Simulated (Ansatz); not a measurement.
Ideal-gas functions of Br2HOSi (`O[Si](Br)Br`) radical at 298.15 K and 1 bar, from an Ansatz frequency run at PBE0-D4/def2-TZVP.

Molar mass 204.9 g/mol, point group C1 (symmetry number 1), electronic degeneracy 2, moments of inertia 129.115, 549.785, 660.14 u Å². Harmonic wavenumbers (cm⁻¹, unscaled): 104, 154, 238, 250, 385, 464, 797, 919, 3888.

Use S(trans) = R[1.5 ln M + 2.5 ln T − 1.1517]; rotational temperatures θ = 24.2544 K / I; S(rot) = R[ln(√π/σ · √(T³/θAθBθC)) + 1.5]; for each mode x = 1.438777 ν̃/T, S = R[x/(eˣ − 1) − ln(1 − e⁻ˣ)] and H = RT x/(eˣ − 1); 1 cm⁻¹ = 0.0119627 kJ/mol; R = 8.31446 J/(mol·K).

Q: By hand: the entropy, in J/(mol·K).

A: Translation 175.2. Rotation: θ = 0.1879, 0.0441, 0.0367 K, giving 122.0. Vibration, mode by mode: 14.13, 10.97, 7.61, 7.24, 4.27, 3.16, 0.88, 0.54, 0.00, in all 48.8. Electronic 5.8. Sum 351.8 J/(mol·K).

Q: By hand: H − E and G − E in kJ/mol, counted from the electronic energy.

A: Zero-point energy ½ × 7199 × 0.0119627 = 43.1; thermal vibration 8.0; translation, rotation and pV give 4 RT = 9.9. H − E = 61.0 kJ/mol, and G − E = 61.0 − 298.15 × 351.8/1000 = -43.9 kJ/mol.

Vibration gives 14 % of the entropy, 14.1 J/(mol·K) of it from the mode under 150 cm⁻¹: soft modes count most, and the harmonic formula is weakest for them. The sum counts one conformer and one mirror image; others add a mixing term.
